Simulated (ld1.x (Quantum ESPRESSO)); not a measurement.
# Br (Z = 35): one change to a TM potential, before and after

| Item | Value |
| --- | --- |
| Element | bromine (Br) |
| Generator | ld1.x (Quantum ESPRESSO) 7.5 |
| Type | norm-conserving Troullier–Martins (Kleinman–Bylander form) |
| Functional | LDA (PZ) |
| Relativity | scalar-relativistic |
| Frozen core | [Ar] 3d10 |
| Valence charge | 7 |
| Reference configuration | 4s1.75 4p5.25 |
| Partial waves | 4s (bound): rc 1.10 bohr; 4p (bound): rc 1.80 bohr |
| Local potential | all-electron potential smoothed inside 1.55 bohr (lloc = -2) |
| Core correction | a·sin(br)/r model core, default radius (core density twice the valence density) |

All-electron outer shells of the reference configuration (LDA (PZ), scalar-relativistic, ld1.x):

| shell | level (eV) | outermost node (bohr) | outermost maximum (bohr) |
| --- | --- | --- | --- |
| 3p | -173.60 | 0.21 | 0.48 |
| 3d | -67.39 | – | 0.43 |
| 4s | -20.53 | 0.67 | 1.41 |
| 4p | -8.16 | 0.70 | 1.66 |

Change: all radii but the core radius scaled by about 1.41 (s 1.56, p 2.54 bohr); local potential all-electron potential smoothed inside 2.20 bohr (lloc = -2).

Cutoffs: the cutoffs (Ry, on a coarse ladder) from which the occupation-weighted sum of valence levels, in a spherical-Bessel basis at the reference potential, stays within 10 and 1 mRy of its value at 400 Ry; they do not see the model core or the augmentation charge, which bear on the density cutoff. Errors are all-electron minus pseudo energies relative to the spin-unpolarised reference configuration.

Question: Predict the effect on cutoff, ghosts and configuration errors.

Answer: The potential gets softer (100 Ry and 200 Ry → 40 Ry and 60 Ry); a bound ghost appears in s, which as a rule spoils a file; the number of tests that count goes from 9 to 8; of the 8 tests that both files solve, the error grows in 5 and shrinks in 3 by more than 15 % and 0.3 meV (median size 1.2 → 2.1 meV). A larger radius leaves more room for a smooth pseudo-wave, so fewer plane waves are needed.

```tsv
quantity	base	changed
cutoff, loose	100 Ry	40 Ry
cutoff, tight	200 Ry	60 Ry
loose cutoff by channel (10 mRy a level)	s 70 Ry, p 15 Ry	s 35 Ry, p 8 Ry
bound ghosts	none	s
tests counted (converged, no solver errors)	9 of 9	8 of 9
error for 4s2 4p5, meV [ΔE -3.09 eV]	-0.4	+0.1
error for 4s2 4p4, meV [ΔE 9.62 eV]	-1.2	-16
error for 4s2 4p3, meV [ΔE 32.57 eV]	+1.3	-122
error for 4s1 4p5, meV [ΔE 22.67 eV]	-3.6	-9.2
error for 4s2 4p5.3, meV [ΔE -5.09 eV]	+0.4	-1.0
error for 4s1 4p6, meV [ΔE 9.33 eV]	-4.5	+2.3
error for 4s1.75 4p5.25 (spin-polarised), meV [ΔE -0.16 eV]	+1.6	-0.6
error for 4s2 4p5 (spin-polarised), meV [ΔE -3.24 eV]	+1.2	-1.9
```

Changed file: Tests not counted: 4s2 4p1 (solver errors, printed error -60.1 eV). A true bound ghost makes a file unfit for plane-wave use even where its test errors are small: the radial tests pick states by their node count and pass the ghost by. Where a test does run into it, the solver fails or the error is huge.
